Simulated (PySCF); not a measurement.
Species: PhCH2CH2F, C₈H₉F.
Bonds: F1–C2, C2–C3, C3–C4, C4–C5 (aromatic), C5–C6 (aromatic), C6–C7 (aromatic), C7–C8 (aromatic), C8–C9 (aromatic), C4–C9 (aromatic). Hydrogens: H10, H11 on C2; H12, H13 on C3; H14 on C5; H15 on C6; H16 on C7; H17 on C8; H18 on C9.

Computed, not measured: PySCF 2.14.0, PBE0-D3(BJ)/def2-SVP geometry optimisation, gas phase.

Q: What internal coordinates does the optimisation give?

A: 
```tsv
bond	length (Å)	order
F1–C2	1.372	single
C2–C3	1.518	single
C3–C4	1.504	single
C4–C5, C4–C9	1.400	aromatic
C5–C6, C8–C9	1.394	aromatic
C6–C7, C7–C8	1.394	aromatic
C2–H10, C2–H11	1.104	single
C3–H12, C3–H13	1.101	single
C5–H14, C9–H18	1.094	single
C6–H15, C8–H17	1.093	single
C7–H16	1.092	single
```

Bonds in one row agree within 0.01 Å and their mean is given. Orders are formal, as drawn. A selection of angles:
```tsv
angle	degrees
F1–C2–C3	110.3
F1–C2–H10	108.8
C3–C2–H10	110.5
C3–C2–H11	110.5
H10–C2–H11	107.9
C2–C3–C4	111.5
C2–C3–H12	108.6
C2–C3–H13	108.3
C4–C3–H12	110.7
H12–C3–H13	107.1
C3–C4–C5	120.7
C5–C4–C9	118.3
C4–C5–C6	120.9
C4–C5–H14	119.3
C6–C5–H14	119.7
C5–C6–C7	120.1
C5–C6–H15	119.8
C7–C6–H15	120.1
C6–C7–C8	119.6
C6–C7–H16	120.2
```

Torsions: F1–C2–C3–C4 -179° (antiperiplanar); C2–C3–C4–C5 87° (synclinal).

The 6-membered ring C4–C5–C6–C7–C8–C9 has internal angles of 118.3° to 121.0° (sum 720°, against 720° for a flat polygon); it is planar, 0.00 Å rms from its mean plane, widest ring torsion 0°. The C–C distances run from 1.393 Å (C5–C6, aromatic) to 1.518 Å (C2–C3, drawn single), a spread of 0.125 Å. Of the pairs four or more bonds apart, H12···H18 is among the closest relative to their van der Waals radii: 2.47 Å, 103 % of the sum of Bondi's values.

Not checked by PBE0-D3(BJ)/def2-SVP frequencies. The numbers are those of one conformer.

On one thread, x86-64 server, shared host, this took 2.4 min wall, 2.1 min CPU. This is the geometry optimisation.
